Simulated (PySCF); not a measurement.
Lowest triplet excitation (TDA) (eV) of eight silicon and germanium compounds: TDA-PBE beside TDA-PBE0, computed with PySCF for isolated molecules in the bases named; differences from unrounded values. The eight are the first of their class met in an unordered collection, after screening for sound electronic states; none was chosen by its value. Each molecule has one DFT geometry for both levels.

| molecule | basis | TDA-PBE0 | TDA-PBE | difference |
|---|---|---|---|---|
| GeH7NOSi, SMILES N[SiH2][O][GeH3] | def2-SVPD | 6.38 | 5.45 | -0.93 |
| F₂H₅NSi₂, SMILES F[SiH2]N[SiH2]F | def2-SVPD | 6.86 | 6.28 | -0.58 |
| CH₁₀FNSi₃, SMILES [Si@@H](N([SiH3])[SiH3])(C)F | def2-SVPD | 5.87 | 5.25 | -0.62 |
| CH6O2SSi, SMILES CS[SiH](O)O | def2-SVPD | 5.23 | 4.81 | -0.42 |
| C4H6Si, SMILES C1=C[SiH2]C=C1 | def2-SVPD | 2.60 | 2.67 | 0.07 |
| C2H11NSi3, SMILES [SiH2](C)[Si@@H]1CN[SiH2]1 | def2-SVPD | 4.86 | 4.13 | -0.73 |
| C2H8O2Si, SMILES C[C@H](O)[SiH2]O | def2-SVPD | 5.97 | 5.28 | -0.69 |
| C2H4F2Si, SMILES [SiH2](C(F)=C)F | def2-SVPD | 4.10 | 4.20 | 0.11 |

TDA-PBE lies below TDA-PBE0 in 6 and above it in 2 of the eight; the mean signed difference is -0.47 and the largest -0.93 eV.
